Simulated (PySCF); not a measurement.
`C[C@H]1C[Si@H]([AsH][SiH3])O1`, C$_{3}$H$_{11}$AsOSi$_{2}$

Geometry:
```tsv
atom	x (Å)	y (Å)	z (Å)
C1	-2.711	-0.387	-0.706
C2	-1.559	0.571	-0.489
C3	-1.340	0.967	0.971
Si4	0.286	-0.014	0.775
As5	2.298	1.102	0.685
Si6	3.400	-0.616	-0.431
O7	-0.312	-0.070	-0.774
H8	-2.712	-0.746	-1.733
H9	-2.603	-1.240	-0.040
H10	-3.655	0.112	-0.501
H11	-1.651	1.429	-1.163
H12	-2.103	0.583	1.640
H13	-1.254	2.042	1.110
H14	0.174	-1.336	1.424
H15	2.710	0.596	2.045
H16	3.326	-1.906	0.269
H17	4.829	-0.284	-0.560
H18	2.868	-0.797	-1.783
```

The calculation used TDDFT BHandHLYP/def2-SVPD circular dichroism and optical rotation, one conformer, gas phase (PySCF). Geometry: GFN2-xTB.

The molecule is flexible and this is one conformer; a measurement averages over conformers. The calculation is non-relativistic, which matters for the atoms heavier than Zn.

(1) Draw the ECD and absorption spectra from the lowest 16 states, each a Gaussian of half-width 0.2 eV at 1/e height.

Results:

(1) 
```
E (eV)  λ (nm)  Δε (L mol⁻¹ cm⁻¹)  ε (L mol⁻¹ cm⁻¹)
  5.39     230               0.00              1.97
  5.49     226              +0.03              18.7
  5.59     222              +0.18               107
  5.69     218              +0.62               375
  5.79     214              +1.31               793
  5.89     210              +1.68              1020
  5.99     207              +1.32               801
  6.09     204              +0.91               455
  6.19     200              +3.20               647
  6.29     197             +15.87              2250
  6.39     194             +47.03              5720
  6.49     191             +84.54              9600
  6.59     188             +97.18             12700
  6.69     185             +64.60             18300
  6.79     183             -14.22             28500
  6.89     180             -96.94             34900
  6.99     177            -117.45             28900
  7.09     175             -80.66             15700
  7.19     172             -39.92              6550
  7.29     170             -17.01              4560
  7.39     168             -10.83              8130
  7.49     165             -19.36             13800
  7.59     163             -30.80             15600
  7.69     161             -27.78             11400
  7.79     159             -11.69              6160
  7.89     157              +4.59              5650
  7.99     155             +17.74             10600
```
Δε uses R in velocity form, ε uses f in length form. Only the states computed contribute, so the short-wavelength end is incomplete.
